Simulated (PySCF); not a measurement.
PySCF input file for Cl₃HSeSi, SMILES Cl[Si](Cl)(Cl)[SeH], PBE0/pcSseg-1. The structure is a stationary point at PBE0-D3(BJ)/def2-SVP. This is a generated structure with no PubChem entry under its InChIKey; it may be hypothetical. One conformer was computed; it need not be the lowest.

```python
import numpy as np
from pyscf import gto, scf, dft
from pyscf.prop.nmr import rks as nmr

mol = gto.M(
    atom='''
    Cl   -0.90056599   -1.23459087   -1.64709837
    Si    0.00927188   -0.42567098    0.00000000
    Cl   -0.90056607   -1.23459087    1.64709833
    Cl    1.98893165   -0.93684747    0.00000005
    Se   -0.05284312    1.82445939   -0.00000000
    H    -1.52573342    1.83027109   -0.00000004
    ''',
    basis='pcSseg-1',
    charge=0,
    spin=0,
    max_memory=1600,
    verbose=3,
)
mf = dft.RKS(mol, xc='pbe0')
mf.grids.level = 3
mf.conv_tol = 1e-10
mf.max_cycle = 100
mf.kernel()
n = nmr.NMR(mf)
n.verbose = 2
n.max_cycle_cphf = 60
sigma = n.kernel()
print('atom   isotropic/ppm   span/ppm')
for i, s in enumerate(sigma):
    w = np.linalg.eigvalsh((s + s.T) / 2)
    print(f'{mol.atom_symbol(i):2s}{i + 1:3d} {w.mean():14.3f} {w[2] - w[0]:11.3f}')
```

It prints:

```
converged SCF energy = -4071.24937063492
atom   isotropic/ppm   span/ppm
Cl  1        721.027     330.117
Si  2        307.096      66.466
Cl  3        721.027     330.117
Cl  4        770.136     298.333
Se  5       1863.932     711.305
H   6         29.413      22.393
```

Self-consistency was reached.

Cost: roughly 30 core-seconds.
